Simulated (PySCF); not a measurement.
BaCl, optimised at GFN2-xTB:

```xyz
2

Ba     0.0018    -0.9266     0.8497
Cl    -0.0018     0.9266    -0.8497
```

Computed with PySCF (xtb for GFN2) and rigid-rotor harmonic-oscillator thermochemistry at 1 bar. Open shells (unrestricted): BaCl (multiplicity 2). GFN2 has no spin-polarisation term. Ba: scalar-relativistic def2 core potential, no spin-orbit coupling.

Task: List the harmonic frequencies (cm⁻¹, unscaled) at this level and at the other levels, each on its own geometry.

Result: 
- GFN2-xTB: 207
- PBE/def2-SVP: 288
- PBE0/def2-TZVP: 278
